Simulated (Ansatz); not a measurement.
Cl₂F₂H₂Si₂, SMILES `F[Si@@H](Cl)[Si@@H](F)Cl`. Charge 0, multiplicity 1. Geometry: relaxed with PBE0-D4/def2-TZVP. It is one conformer, not always the lowest.

```xyz
8

F    -0.901    0.686   -2.051
Si   -0.845    0.680   -0.458
Cl   -2.546   -0.202    0.248
Si    0.944   -0.642    0.290
F     2.312   -0.138   -0.353
Cl    1.042   -0.382    2.314
H    -0.811    2.083    0.007
H     0.804   -2.086    0.004
```

(1) What is the dipole moment at ωB97M-V/def2-TZVPP? (Estimate.)

(2) And with PBE, r2SCAN, B3LYP? (Estimate.)

(3) Give the Mulliken charges with ωB97M-V, B3LYP, r2SCAN in def2-TZVPP. (An estimate is asked.)

Answers

(1) The calculation gave: 0.37 D, with components (-0.18, -0.07, 0.32) D in this frame, pointing from negative to positive charge.

(2) The calculation gave: PBE 0.39 D, r2SCAN 0.35 D, B3LYP 0.41 D.

(3) Computed: 
```
atom  ωB97M-V  B3LYP  r2SCAN
  F1    -0.29  -0.30   -0.30
 Si2     0.49   0.58    0.59
 Cl3    -0.19  -0.22   -0.22
 Si4     0.49   0.58    0.59
  F5    -0.29  -0.30   -0.30
 Cl6    -0.18  -0.22   -0.22
  H7    -0.02  -0.06   -0.07
  H8    -0.02  -0.06   -0.07
```

B3LYP here is the variant with VWN-RPA as its local correlation; programs differ in this.
